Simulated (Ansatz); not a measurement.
Relaxation of CH₈FNSi₂ (13 atoms, charge 0, multiplicity 1), to a largest force component of 0.015 eV/Å in at most 40 steps.

The calculation used RKS PBE0-D4/def2-SVP (Ansatz).

```xyz
13
Properties=species:S:1:pos:R:3
N 0.377 1.371 -0.903
C -0.329 0.304 -0.207
F -1.695 0.521 -0.365
Si 0.176 0.241 1.598
Si 0.119 -1.374 -0.903
H -0.031 2.303 -0.522
H 0.004 1.420 -1.870
H -0.637 -0.793 2.323
H -0.200 1.550 2.303
H 1.551 -0.031 1.868
H -0.188 -1.426 -2.325
H -0.641 -2.458 -0.231
H 1.515 -1.663 -0.751
```

Question: Where does it end, and by what steps?

Answer: The forces met the threshold. After 6 steps the energy has fallen by 0.477 eV; F3 moved furthest, 0.27 Å.

| step | energy less start (eV) | largest force component (eV/Å) | accepted |
| --- | --- | --- | --- |
| 0 | 0.0000 | 1.837 | yes |
| 1 | -0.3741 | 1.164 | yes |
| 2 | -0.4314 | 1.003 | yes |
| 3 | -0.4737 | 0.150 | yes |
| 4 | -0.4767 | 0.028 | yes |
| 5 | -0.4769 | 0.015 | yes |
| 6 | -0.4769 | 0.007 | yes |

```xyz
13
Properties=species:S:1:pos:R:3
N 0.288 1.319 -0.849
C -0.321 0.254 -0.164
F -1.756 0.315 -0.202
Si 0.122 0.326 1.694
Si 0.121 -1.408 -0.999
H 0.094 2.235 -0.452
H 0.094 1.337 -1.848
H -0.683 -0.678 2.447
H -0.201 1.703 2.179
H 1.576 0.053 1.894
H -0.205 -1.278 -2.454
H -0.684 -2.508 -0.397
H 1.575 -1.704 -0.835
```

Whether the end is a true minimum wasn't checked by a vibrational analysis.

Time of the run: 31 s on 2 threads of Arm Neoverse V1 (shared host), peak memory 0.28 GiB.
